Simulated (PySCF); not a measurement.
Compound: Cl3Si(SH), Cl₃HSSi.
Atom-mapped SMILES: `[SH:1][Si:2]([Cl:3])([Cl:4])[Cl:5]` (hydrogens: H6 on S1)

The same species was optimised twice, with GFN2-xTB and with PBE0-D3(BJ)/def2-SVP (PySCF), and the same property calculations (PySCF, gas phase) were run on both structures.

```json
{"coordinate": "S1–Si2 (Å)", "GFN2-xTB": "2.160", "PBE0-D3(BJ)/def2-SVP": "2.113", "change": "-0.047"}
{"coordinate": "Si2–Cl4 (Å)", "GFN2-xTB": "2.006", "PBE0-D3(BJ)/def2-SVP": "2.039", "change": "+0.033"}
{"coordinate": "Si2–Cl5 (Å)", "GFN2-xTB": "2.020", "PBE0-D3(BJ)/def2-SVP": "2.047", "change": "+0.027"}
{"coordinate": "Si2–Cl3 (Å)", "GFN2-xTB": "2.020", "PBE0-D3(BJ)/def2-SVP": "2.047", "change": "+0.027"}
{"coordinate": "S1–H6 (Å)", "GFN2-xTB": "1.327", "PBE0-D3(BJ)/def2-SVP": "1.353", "change": "+0.026"}
{"coordinate": "Si2–S1–H6 (°)", "GFN2-xTB": "96.2", "PBE0-D3(BJ)/def2-SVP": "93.4", "change": "-2.8"}
{"coordinate": "S1–Si2–Cl5 (°)", "GFN2-xTB": "110.1", "PBE0-D3(BJ)/def2-SVP": "112.4", "change": "+2.3"}
{"coordinate": "S1–Si2–Cl3 (°)", "GFN2-xTB": "110.0", "PBE0-D3(BJ)/def2-SVP": "112.1", "change": "+2.1"}
{"coordinate": "Cl4–Si2–Cl5 (°)", "GFN2-xTB": "110.7", "PBE0-D3(BJ)/def2-SVP": "109.4", "change": "-1.3"}
{"coordinate": "Cl3–Si2–Cl4 (°)", "GFN2-xTB": "110.8", "PBE0-D3(BJ)/def2-SVP": "109.6", "change": "-1.2"}
{"coordinate": "Cl3–Si2–Cl5 (°)", "GFN2-xTB": "108.5", "PBE0-D3(BJ)/def2-SVP": "107.3", "change": "-1.2"}
{"coordinate": "S1–Si2–Cl4 (°)", "GFN2-xTB": "106.8", "PBE0-D3(BJ)/def2-SVP": "106.1", "change": "-0.7"}
```

Rotational constants: A = 1330, B = 1295, C = 1281 MHz (GFN2-xTB) against A = 1330, B = 1273, C = 1268 MHz (PBE0-D3(BJ)/def2-SVP).

On the GFN2-xTB structure: HOMO (eV) -8.16 [PBE0/pcSseg-1]; LUMO (eV) -0.55 [PBE0/pcSseg-1]; dipole (D) 1.00 [PBE0/pcSseg-1]; GIAO shielding of S1 (ppm) 588.1 [PBE0/pcSseg-1]; GIAO shielding of Si2 (ppm) 321.5 [PBE0/pcSseg-1]; GIAO shielding of Cl3/Cl4/Cl5 (mean) (ppm) 765.6 [PBE0/pcSseg-1].

Problem. What do these properties become on the PBE0-D3(BJ)/def2-SVP structure?

Solution. 
| property | level | on GFN2-xTB | on PBE0-D3(BJ)/def2-SVP | change |
| --- | --- | --- | --- | --- |
| HOMO (eV) | PBE0/pcSseg-1 | -8.16 | -8.41 | -0.25 |
| LUMO (eV) | PBE0/pcSseg-1 | -0.55 | -0.78 | -0.23 |
| dipole (D) | PBE0/pcSseg-1 | 1.00 | 1.41 | +0.41 |
| energy, GFN2-xTB geometry as zero (kcal/mol) | PBE0/pcSseg-1 | 0.0 | -1.3 | -1.3 |
| GIAO shielding of S1 (ppm) | PBE0/pcSseg-1 | 588.1 | 593.0 | +4.9 |
| GIAO shielding of Si2 (ppm) | PBE0/pcSseg-1 | 321.5 | 315.9 | -5.6 |
| GIAO shielding of Cl3/Cl4/Cl5 (mean) (ppm) | PBE0/pcSseg-1 | 765.6 | 751.3 | -14.3 |

The heavy atoms differ by 0.029 Å rms after alignment. Among all bonds S1–Si2 changes most (-0.047 Å). Changes are differences of the printed values. Neither structure is proved a minimum here.

Shape of the structure used: `[SH:1][Si:2]([Cl:3])([Cl:4])[Cl:5]`: H–S1–Si2–Cl3 57°.
